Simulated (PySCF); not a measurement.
**Two-component Hartree-Fock for Tb⁶²⁺ (terbium, charge +62)**

Start: [He] 2s1; 2s1/2 filled at m_j = +1/2. Calculated with PySCF 2.14 in an uncontracted even-tempered set (17 s from 45 bohr⁻², ratio 2.4; 13 p from 59 bohr⁻², ratio 2.4; 5 d from 180 bohr⁻², ratio 2.6; 4 f from 270 bohr⁻², ratio 2.6): generalised Hartree-Fock with the X2C-1e Hamiltonian and a Gaussian nucleus; one run each with spin-orbit coupling (SO) switched off, then screened by Boettger's factors.

| spinor shell | electrons | ε, spin-free (eV) | ε, screened SO (eV) | weight of nominal j (screened SO) | rms radius, screened SO (bohr) |
| --- | --- | --- | --- | --- | --- |
| 1s1/2 | 2 | -59485.5 | -59485.5 | 1.000 | 0.0243 |
| 2s1/2 | 1 | -14737.6 | -14737.6 | 1.000 | 0.0936 |

| quantity | spin-free | screened SO |
| --- | --- | --- |
| E (hartree) | -4988.28315 | -4988.28315 |
| M_J | 1/2 | 1/2 |
| ⟨J²⟩ | 0.750 | 0.750 |
| ⟨L²⟩ | 0.000 | 0.000 |
| ⟨S²⟩ | 0.750 | 0.750 |

Each row is a mean over spinors that exchange with the open shell spreads, by up to 53.316 eV (1s1/2).

Breit and QED terms are absent; they matter most for the inner s and p1/2 levels.

Densities and radii are taken from the X2C orbitals without a picture-change correction, which distorts them close to the nucleus.

Without spin-orbit coupling the j labels of p, d and f shells carry no meaning; the spin-free column gives the mean over the occupied spinors of each nl shell.
